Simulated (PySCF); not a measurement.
Question: Write Cartesian coordinates for InChI=1S/C3H6OSSi/c1-3(2-4)5-6/h2H,1H2,6H3 as optimised with PBE0-D3(BJ)/def2-SVP.

Answer: 
```
atom  x, y, z in Å
C1    -1.9144   -1.3307   -0.3127
C2    -0.8212   -0.5656   -0.1334
C3    -1.0064    0.7763    0.4477
O4    -0.1039    1.5501    0.6613
S5     0.7970   -1.0971   -0.5622
Si6    2.1617    0.5225   -0.0518
H7    -1.8623   -2.3358   -0.7365
H8    -2.8978   -0.9458   -0.0279
H9    -2.0619    1.0432    0.6901
H10    2.3159    0.7935    1.4025
H11    2.0312    1.7503   -0.8811
H12    3.4017   -0.1893   -0.5048
```

Orientation and origin are arbitrary. Atoms count from 1 in this order. The C–C distances run from 1.346 Å (C1=C2, drawn double) to 1.474 Å (C2–C3, drawn single), a spread of 0.128 Å. Si6 (SiH3 silicon) has angles from 95.4° to 115.4°. Of the pairs four or more bonds apart, O4···Si6 is among the closest relative to their van der Waals radii: 2.59 Å, 71 % of the sum of Bondi's values. The 6 heavy atoms lie in one plane (0.002 Å rms).

Bonds between heavy atoms (Å): C1=C2 1.346, C2–C3 1.474, C3=O4 1.208, C2–S5 1.756, S5–Si6 2.179.

Method used: PBE0-D3(BJ)/def2-SVP geometry optimisation, gas phase in PySCF 2.14.0.

Point group: Cs (every atom within 0.08 Å of its image). Whether it is a minimum is left open (no frequencies). One conformer, not necessarily the lowest (C1–C2–C3–O4 180°, C1–C2–S5–Si6 180°).
